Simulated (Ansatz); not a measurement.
Mulliken charges of CH5InSn (`[CH2]1[InH][SnH2]1`) from r2SCAN/def2-TZVPP in Ansatz (PBE0-D4/def2-TZVP geometry).

| atom | x (Å) | y (Å) | z (Å) | charge (e) |
| --- | --- | --- | --- | --- |
| C1 | -0.705 | 0.243 | -0.704 | -0.603 |
| In2 | 0.114 | 1.508 | 0.832 | 0.433 |
| Sn3 | 0.737 | -1.106 | 0.339 | 0.293 |
| H4 | -1.767 | 0.011 | -0.612 | 0.116 |
| H5 | -0.470 | 0.532 | -1.729 | 0.116 |
| H6 | 0.288 | 2.957 | 1.708 | -0.090 |
| H7 | 1.904 | -1.671 | -0.783 | -0.133 |
| H8 | -0.101 | -2.473 | 0.950 | -0.133 |

Q: By hand: the dipole of these point charges (1 e Å = 4.8032 D).

A: Σ q r = (0.165, 0.530, 0.437) e Å, of length 0.706 e Å = 3.39 D.

Q: How does the dipole of the full density compare? (An estimate is asked.)

A: Ansatz gave: (-0.135, 0.435, 0.045) e Å, 2.20 D; the point charges give 1.54 times that, at 45° from its direction.

Point charges leave out the atoms' own dipoles, such as those of lone pairs, and Mulliken's split depends on the basis, so the two needn't agree.
